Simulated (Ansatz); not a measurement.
`[BH2][AlH][BH]O`, relaxed with RKS PBE-D4/def2-SVP in the Gaussian-basis code of Ansatz from a rough embedded geometry. The force threshold is 0.03 eV/Å; the program also tests the step.

The species carries charge 0 and has multiplicity 1.

Start:

```xyz
9

B    -0.552    1.716   -1.222
Al    0.312    0.637    0.241
B     0.176   -1.421    0.190
O     0.907   -2.175    1.306
H    -0.541    2.927   -1.237
H    -1.215    1.197   -2.089
H     1.132    1.387    1.430
H    -0.371   -1.941   -0.622
H     0.153   -2.328    2.003
```

Problem. How much energy does the relaxation release, and in how many steps? (Best estimate.)

Solution. Ansatz gave: 196.56 kJ/mol, in 26 steps, 2 of them rejected.

Problem. Which bonds change most? (An estimate is asked.)

Solution. Computed: B3–O4 from 1.532 to 1.364 Å; B3–H8 from 1.109 to 1.234 Å; B1–Al2 from 2.013 to 2.110 Å; Al2–B3 from 2.063 to 2.157 Å.

Problem. Give the relaxed structure. (Best estimate.)

Solution. Computed: 
```xyz
9

B    -0.327    1.772   -1.341
Al   -0.156    0.774    0.510
B     0.000   -1.371    0.680
O     1.233   -1.951    0.619
H     0.641    2.175   -1.971
H    -1.398    1.964   -1.900
H    -0.201    1.653    1.869
H    -0.990   -2.093    0.824
H     1.198   -2.923    0.711
```
